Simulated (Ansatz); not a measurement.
Spectroscopic constants of HfIn, multiplicity 4 (lowest of 2S+1 = 2, 4, 6 at PBE0/def2-TZVPP; our sources give no spin for the ground state, which may be another). No spin–orbit coupling.

Constants: fifth-degree fit in 1/R to seven points, most abundant isotopes. In def2 and cc sets the state is the lowest found near the PBE0 minimum, followed along R.

Programs: Ansatz (Gaussian basis) for Hartree–Fock, density functionals and correlated methods. Values without a source in brackets are computed. In def2 rows elements past Kr take small-core potentials, without spin–orbit coupling.

Energies at SVWN5/def2-TZVPP:

```json
[
 {"R (Å)": "2.641199", "E (hartree)": "-237.60103527"},
 {"R (Å)": "2.712199", "E (hartree)": "-237.60368506"},
 {"R (Å)": "2.777519", "E (hartree)": "-237.60475468"},
 {"R (Å)": "2.851359", "E (hartree)": "-237.60472818"},
 {"R (Å)": "2.925199", "E (hartree)": "-237.60368879"},
 {"R (Å)": "3.010399", "E (hartree)": "-237.60155503"},
 {"R (Å)": "3.109799", "E (hartree)": "-237.59817815"}
]
```

Task: With a reduced mass of 70.1256 u, find the minimum, the force constant and the constants.

Result: A fifth-degree polynomial in 1/R puts the minimum at r_e = 2.8119 Å with force constant 93.2 N/m. Then ω_e = (1/2πc)√(k/μ) = 150 cm⁻¹ and B_e = h/(8π²cμr_e²) = 0.03040 cm⁻¹; the cubic and quartic terms give α_e = 8.9e-5 and ω_e x_e = 0.33 cm⁻¹.

Ansatz is an electronic-structure program.
